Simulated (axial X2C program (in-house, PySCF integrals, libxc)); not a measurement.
**NaCu⁺: properties at the nuclei**

Calculated with an in-house all-electron X2C program for linear molecules (integrals from PySCF): two-component X2C with atomic mean-field Coulomb and Gaunt terms, Gaussian nuclei, basis Cu dyall-cv3z, Na dyall-cv3z with contracted cores.

R = 3.011 Å (near the PBE0 minimum at charge 1 of the determinant lowest at the starting distance; the state shown can have its own minimum elsewhere).

Determinant lowest in the PBE0 search, Ω = 1/2 (⟨Sz⟩ = 0.50, ⟨Lz⟩ = 0.00 at PBE0), spin on the atoms Cu 0.40, Na 0.10:

```json
{"level": "PBE0", "Eeff magnitude (GV/cm)": "0.604", "Ws magnitude Cu (kHz)": "0.525", "A∥/gI Cu (MHz)": "3530", "qzz Cu (a.u.)": "0.12", "A∥/gI Na (MHz)": "135", "qzz Na (a.u.)": "-0.07"}
{"level": "HF", "Eeff magnitude (GV/cm)": "0.679", "Ws magnitude Cu (kHz)": "0.607", "A∥/gI Cu (MHz)": "2430", "qzz Cu (a.u.)": "-0.09", "A∥/gI Na (MHz)": "167", "qzz Na (a.u.)": "-0.08"}
{"level": "B3LYP", "Eeff magnitude (GV/cm)": "0.565", "Ws magnitude Cu (kHz)": "0.484", "A∥/gI Cu (MHz)": "3710", "qzz Cu (a.u.)": "0.16", "A∥/gI Na (MHz)": "138", "qzz Na (a.u.)": "-0.06"}
{"level": "TPSSh", "Eeff magnitude (GV/cm)": "0.599", "Ws magnitude Cu (kHz)": "0.522", "A∥/gI Cu (MHz)": "3730", "qzz Cu (a.u.)": "0.19", "A∥/gI Na (MHz)": "118", "qzz Na (a.u.)": "-0.07"}
{"level": "PBE", "Eeff magnitude (GV/cm)": "0.502", "Ws magnitude Cu (kHz)": "0.429", "A∥/gI Cu (MHz)": "3840", "qzz Cu (a.u.)": "0.25", "A∥/gI Na (MHz)": "112", "qzz Na (a.u.)": "-0.06"}
```

Determinant 1.50 eV from it at PBE0 and this distance, Ω = 5/2 (⟨Sz⟩ = 0.50, ⟨Lz⟩ = 2.00 at PBE0), spin on the atoms Cu 0.51, Na -0.01:

| level | Eeff magnitude (GV/cm) | Ws magnitude Cu (kHz) | A∥/gI Cu (MHz) | qzz Cu (a.u.) | A∥/gI Na (MHz) | qzz Na (a.u.) |
| --- | --- | --- | --- | --- | --- | --- |
| PBE0 | 0.0518 | 0.00943 | 592 | -4.17 | -1.48 | -0.08 |
| HF | 0.208 | 0.0361 | 600 | -4.12 | -3.77 | -0.09 |
| B3LYP | 0.0327 | 0.00619 | 590 | -4.19 | -1.2 | -0.08 |
| TPSSh | 0.0575 | 0.0104 | 593 | -4.17 | -1.47 | -0.08 |
| PBE | 0.041 | 0.00761 | 598 | -4.18 | -1.5 | -0.07 |

Eeff is the effective electric field on the electron electric dipole moment in this Ω state and Ws the scalar–pseudoscalar constant of the nucleus named (defined with the proton number Z and per Ω); A∥ (defined per Ω) follows by multiplying with gI = μI/(I μN); qzz is the electric field gradient, eQq0 = 234.96 MHz × Q/barn × qzz. The operators were transformed with the bare-nucleus X2C matrices; with these basis sets, hyperfine constants and field gradients can be off by tens of per cent, and where levels differ in sign neither size nor sign is settled.

Q: With gI(63Cu) = 1.4824, gI(23Na) = 1.4783, Q(23Na) = 0.104 barn (g factors from the IAEA table of nuclear moments by Stone; Q from Pyykkö, Mol. Phys. 2018), turn the PBE0 values of the first state into constants in MHz.

A: A∥(63Cu) = 3530 × 1.4824 = 5230 MHz; A∥(23Na) = 135 × 1.4783 = 200 MHz; eQq0(23Na) = 234.96 × (0.104) × (-0.07) = -1.71 MHz.

Each state is one determinant with collinear spin. Unrestricted Hartree–Fock can overshoot spin polarisation at the nuclei. Where Eeff spreads by more than a factor of two the levels disagree and none is to be relied on. At HF a later determinant lies lower. The search compared states at one distance, so a state with another bond length can lie lower. Further determinants of the search, some of them spin-mixed, are not shown. Where a field gradient or hyperfine factor spreads by more than a factor of two over the levels, a constant derived from it is not to be relied on. PBE0 term energies can be off by some tenths of an eV.
